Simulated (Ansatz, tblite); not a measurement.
Removing and adding an electron: Sr5S5 (the lowest singlet isomer of a short search). Charge 0, multiplicity 1. Geometry: r2SCAN-D4/def2-SVP. Ansatz, gas phase; energy differences of separate SCF runs; the oxidised species was run as a doublet alone; the reduced species was run as a doublet alone.

```csv
atom,x (Å),y (Å),z (Å)
Sr1,2.597,-1.050,-0.734
Sr2,0.266,1.641,0.504
Sr3,-0.512,0.103,-2.849
Sr4,-2.844,-0.476,0.265
Sr5,0.265,-1.630,2.379
S6,-1.590,0.372,2.541
S7,-0.288,-1.782,-0.548
S8,-2.163,1.649,-1.314
S9,1.849,1.226,-2.050
S10,2.422,-0.051,1.805
```

In the def2 sets Sr takes a core potential; there is no spin–orbit coupling. The xTB rows come from tblite. LC-ωPBE has ω = 0.4 bohr⁻¹. HOMO above LUMO, or a gap near zero within one spin, warns that the state may not be the lowest or that an electron is smeared out. The structure comes from a short search, and lower isomers may exist.

| level | −HOMO (eV) | vertical IE (eV) | −LUMO (eV) | vertical EA (eV) | HOMO–LUMO gap (eV) | IE − EA (eV) | remarks |
| --- | --- | --- | --- | --- | --- | --- | --- |
| PBE-D4/def2-TZVP | 4.40 | 6.24 | 1.97 | – | 2.43 | – | gap within one spin near zero (+1 doublet) |
| PBE0-D4/def2-TZVP | 5.35 | 6.62 | 1.46 | – | 3.89 | – | – |
| PBE0-D4/def2-TZVPD | 5.32 | – | 1.45 | 0.75 | 3.87 | – | HOMO above zero (-1 doublet) |
| LC-ωPBE/def2-TZVP | 7.70 | 6.90 | 0.22 | – | 7.49 | – | – |

Question: Estimate the rows for GFN1-xTB, PBE-D4/def2-TZVPD, LC-ωPBE/def2-TZVPD.

Answer: 
| level | −HOMO (eV) | vertical IE (eV) | −LUMO (eV) | vertical EA (eV) | HOMO–LUMO gap (eV) | IE − EA (eV) | remarks |
| --- | --- | --- | --- | --- | --- | --- | --- |
| GFN1-xTB | 9.52 | 10.79 | 7.05 | 6.26 | 2.47 | 4.53 | – |
| PBE-D4/def2-TZVPD | 4.38 | – | 1.96 | 0.88 | 2.42 | – | HOMO above zero (-1 doublet) |
| LC-ωPBE/def2-TZVPD | 7.68 | – | 0.22 | 0.46 | 7.46 | – | – |

   A HOMO above zero means that the electron is unbound at that level or that self-interaction error raises the level; the energy of removing that electron tells which. Raw xTB energy differences between charge states are shifted by several eV; the methods need an empirical correction for them.
